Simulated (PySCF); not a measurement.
# RuH₃ at several levels of theory

All levels use the PBE0 minimum (doublet; Ru–H 1.558 Å (×3); H–Ru–H 100.8° (×3)), basis [Ru def2-TZVP with ECP28, H def2-TZVP], scalar-relativistic core potentials, density fitting, no spin–orbit coupling, PySCF. For vertical energies the ionised species is a triplet (spins chosen at PBE0 and kept) and the electron-attached one a singlet. Atomisation goes to high-spin ground-configuration atoms, without zero-point energy. Open shells are unrestricted, also as the reference of the correlated levels. A dash marks a value that was not computed or is not defined at that level.

```tsv
level	atomisation (kJ/mol)	vertical IP (eV)	vertical EA (eV)	−ε(HOMO) (eV)	dipole (D)
CCSD(T)	766	8.49	0.35	–	–
HF	353	7.68	-0.51	10.79	3.22
MP2	731	8.78	0.45	–	–
PBE0	776	8.82	0.57	6.46	2.32
PBE	844	8.89	0.70	4.85	2.02
B3LYP	814	8.97	0.71	6.24	2.24
r2SCAN	829	8.80	0.56	5.12	2.15
wB97X	823	8.90	0.69	9.05	2.60
```

For RuH₃ itself CCSD(T) correlates 19 electrons; T1 = 0.035, D1 = 0.131, (T) = -47 kJ/mol.

Which levels differ least and most from CCSD(T) in the atomisation?

Least: PBE0 (+10 kJ/mol); most: HF (-413 kJ/mol). CCSD(T) atomisation energies in a triple-zeta basis lie tens of kJ/mol low, so this is no ranking by accuracy.

Spin contamination in at least one species weakens the values at: CCSD(T), HF, MP2.

Without diffuse functions attachment energies tend to come out too low.

Open d and f shells are described by one determinant, and the ground state may have another occupation or spin.
